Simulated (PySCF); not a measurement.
# Spin states of AlBi

Unrestricted PBE0; Al cc-pV(D+d)Z, Bi cc-pVDZ-PP with ECP60; scalar-relativistic core potentials (PySCF 2.14). Outer shells of the fragments: Al 3s2 3p1; Bi 5d10 6s2 6p3.

Followed along the bond (rough minima from three points):

```csv
2Ms+1,unpaired,⟨S²⟩ at the start,R at minimum (Å),Te (eV)
3,π ↑↑,2.01,2.84,0.00
3,"σ ↑, π ↑",2.02,2.60,0.13
1,π ↑↓,1.00,2.83,0.29
1,"σ ↓, π ↑",1.02,2.58,0.29
1,none,0.00,2.83,1.04
```

Solutions found at the starting distance of 2.655 Å, counted from the lowest of them; the search is not exhaustive and high or unbound solutions are not listed, so other states can lie among these:

| 2Ms+1 | unpaired | term | E (eV) | ⟨S²⟩ | ⟨Lz²⟩ | μ (D) |
| --- | --- | --- | --- | --- | --- | --- |
| 3 | π ↑↑ | ³Σ⁻ | 0.00 | 2.01 | 0.00 | 0.11 |
| 3 | σ ↑, π ↑ | ³Π | 0.05 | 2.02 | 1.01 | -1.39 |
| 1 | σ ↓, π ↑ | mixed | 0.22 | 1.02 | 1.01 | -1.45 |
| 1 | π ↑↓ | mixed | 0.28 | 1.00 | 2.01 | 0.22 |
| 1 | none | mixed | 1.04 | 0.00 | 2.00 | 0.55 |
| 1 | none | ¹Σ⁺ | 1.14 | 0.00 | 0.00 | -2.35 |
| 5 | σ ↑, π ↑↑↑ | ⁵Π | 1.43 | 6.01 | 1.01 | 1.38 |
| 3 | σ ↓, π ↑↑↑ | mixed | 2.04 | 3.02 | 1.01 | 1.75 |
| 3 | π ↑↑ | mixed | 2.52 | 2.02 | 2.01 | -0.52 |
| 3 | π ↑↑ | mixed | 2.83 | 2.02 | 2.01 | -0.88 |
| 5 | σ ↑↑, π ↑↑ | ⁵Σ⁻ | 3.60 | 6.00 | 0.00 | 1.01 |
| 1 | σ ↓↓, π ↑↑ | mixed | 4.17 | 2.00 | 0.00 | 0.65 |
| 5 | π ↑↑↑↑ | ⁵Σ⁺ | 4.22 | 6.08 | 0.00 | 2.97 |
| 5 | σ ↑↑, π ↑↑ | mixed | 4.43 | 6.06 | 2.01 | -0.28 |

A term symbol is given only where ⟨S²⟩ and ⟨Lz²⟩ are close to those of a pure state; real π, δ and φ orbitals otherwise mix terms. A positive dipole means Al(−)Bi(+).

**Question.** Compare the gap between the two lowest followed solutions at the starting distance with the gap between their minima.

**Answer.** At PBE0 the second solution (triplet, unpaired electrons σ ↑, π ↑) lies +0.05 eV from the first (triplet, unpaired electrons π ↑↑) at 2.655 Å and +0.13 eV at the minima; the two curves relax by different amounts, since their minima lie near 2.60 and 2.84 Å.

These are scalar-relativistic numbers at best; spin–orbit coupling would shift them, the dissociation energy most.
